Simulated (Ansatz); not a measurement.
Process, species as SMILES: CB(O[CH2])C → CB([CH2])OC

Wanted: isomerisation energy (electronic), in kcal/mol. Terms: UHF or UKS for open shells; spin-orbit terms left out; no dispersion term unless named; non-relativistic; frozen cores in correlated levels. Basis-set limits of correlation are two-point, X^-3; Hartree-Fock from the larger set. First-principles rows: single points at B3LYP-D3(BJ) geometries (Ansatz, a first-principles code).

| species | coefficient | E at B3LYP/STO-3G (Ansatz), Eh | E at B3LYP/def2-TZVPD (Ansatz), Eh |
|---|---|---|---|
| [CH2]OB(C)C | -1 | -216.44447 | -219.30301 |
| [CH2]B(C)OC | +1 | -216.44375 | -219.30366 |

Coupled cluster (Ansatz) is a level with limits of its own, used here on species with T1 under 0.025 (0.045 for open shells) and stable references: CCSD(T)/CBS(cc-pVTZ,cc-pVQZ). Value to compare with, CCSD(T)/CBS(cc-pVTZ,cc-pVQZ) (Ansatz): -1.2 kcal/mol. 1 Eh = 627.5095 kcal/mol.

Work the quantity out at each level, and compare with CCSD(T)/CBS(cc-pVTZ,cc-pVQZ) (Ansatz).


- B3LYP/STO-3G: the sum of coefficient times E is 0.00072 Eh, or 0.45 kcal/mol. Result: 0.5 kcal/mol. Its difference against CCSD(T)/CBS(cc-pVTZ,cc-pVQZ) (Ansatz) is 1.7 kcal/mol.
- B3LYP/def2-TZVPD: the sum of coefficient times E is -0.00065 Eh, or -0.41 kcal/mol. Result: -0.4 kcal/mol. Its difference against CCSD(T)/CBS(cc-pVTZ,cc-pVQZ) (Ansatz) is 0.8 kcal/mol.
